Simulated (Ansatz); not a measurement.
Gas-phase electronic energies from Ansatz, PBE0-D4/def2-TZVP geometries. CCSD(T)/CBS is the MP2 limit (def2-TZVPP, def2-QZVPP) plus CCSD(T) − MP2 in def2-TZVPP, frozen cores. This one scheme is used for every species. Double bonds are as drawn, so ΔE can hold a change between cis and trans. Functionals use def2-TZVPP. HSE06 is defined as in plane-wave codes.

Reaction (hydrogenolysis of a C–C bond): `B/N=C(/C)Cl` + H₂ → `B/N=C\Cl` + CH₄

`B/N=C(/C)Cl`:

```xyz
10

B    -1.715   -0.146    1.271
N    -0.614   -0.270    0.479
C     0.376   -0.450   -0.224
C     1.176    0.592   -0.927
Cl    0.992   -2.085   -0.491
H    -1.564    0.010    2.447
H    -2.797   -0.179    0.762
H     1.179    0.396   -2.001
H     0.754    1.576   -0.730
H     2.213    0.556   -0.586
```

H₂:

Z-matrix (Å, degrees):
```
H
H 1 0.746
```

`B/N=C\Cl`:

Cartesian coordinates in Å:
```
B 0.251 0.920 0.977
N 0.014 0.098 -0.082
C -0.208 -0.705 -0.981
Cl -0.528 -2.398 -0.704
H 1.378 1.068 1.347
H -0.675 1.479 1.486
H -0.231 -0.463 -2.042
```

CH₄:

Z-matrix (Å, degrees):
```
C
H 1 1.090
H 1 1.090 2 109.5
H 1 1.090 2 109.5 3 -120.0
H 1 1.090 2 109.5 3 120.0
```

```tsv
level	ΔE (kJ/mol)	difference from CCSD(T)/CBS
BLYP-D4	-40.8	-0.9
B97M-V	-45.5	-5.6
PBE0-D4	-40.7	-0.8
r2SCAN0-D4	-41.2	-1.3
CAM-B3LYP-D4	-44.1	-4.2
ωB97X-V	-40.9	-1.0
BLYP	-52.7	-12.8
PBE0	-45.6	-5.7
r2SCANh	-41.9	-2.0
r2SCAN0	-43.0	-3.1
HSE06	-45.5	-5.6
BHLYP	-52.7	-12.8
LC-ωPBE	-45.1	-5.2
HF/def2-SVP	-59.6	-19.7
CCSD(T)/def2-SVP	-41.3	-1.4
CCSD(T)/def2-TZVPP	-41.8	-1.9
CCSD(T)/CBS	-39.9	0
```

Largest T1 diagnostic among the species: 0.014.

In def2-TZVPP, CCSD(T) changes the Hartree–Fock value by +17.4 kJ/mol (the triples alone add +4.2 kJ/mol) and MP2 by +23.3 kJ/mol. Leaving LDA and LC-ωPBE aside and taking each functional with its dispersion term where it has one, the values, not all of them listed here, spread over 12.6 kJ/mol, from B2PLYP to revPBE-D4. LDA lies +11.2 kJ/mol from PBE without D4.

CCSD(T)/CBS has its own doubt, a few kJ/mol and more with outer-core shells, so smaller differences from it don't rank the levels.
